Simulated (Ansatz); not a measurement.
System: Si2H2, net charge 0, singlet state. 
Geometry from a B3LYP-D3(BJ)/def2-TZVP (Ansatz, a program for electronic structure) optimisation:
```xyz
4

Si    -0.9487     0.0742     0.1950
Si     1.1997    -0.0938    -0.2466
H     -1.7230     1.3334     0.0715
H     -1.7910    -1.0587     0.6507
```
Charge 0, spin multiplicity 1.

Atomisation energy built up term by term with Ansatz (kcal/mol; UHF references for open shells; valence terms freeze the core; atomic spin-orbit terms are left out). Basis-set limits of correlation are two-point, X^-3; Hartree-Fock from the larger set.

The Hartree-Fock reference is unstable (checked in the largest basis), which strains HF and MP2. 

| term | basis | kcal/mol |
|---|---|---|
| Hartree-Fock | aug-cc-pV(Q+d)Z | [?] |
| CCSD correlation | CBS(aug-cc-pV(T+d)Z,aug-cc-pV(Q+d)Z) | 69.62 |
| (T) | CBS(aug-cc-pV(T+d)Z,aug-cc-pV(Q+d)Z) | [?] |
| CCSDT - CCSD(T) | cc-pV(D+d)Z | 0.40 |
| core correlation | cc-pwCVTZ | 0.02 |
| scalar relativity (X2C) | cc-pVTZ-DK against cc-pVTZ | -0.62 |
| sum: De |  | [?] |

Fill in the missing entries.


- Hartree-Fock, kcal/mol: 146.14
- (T), kcal/mol: 5.57
- sum: De, kcal/mol: 221.1
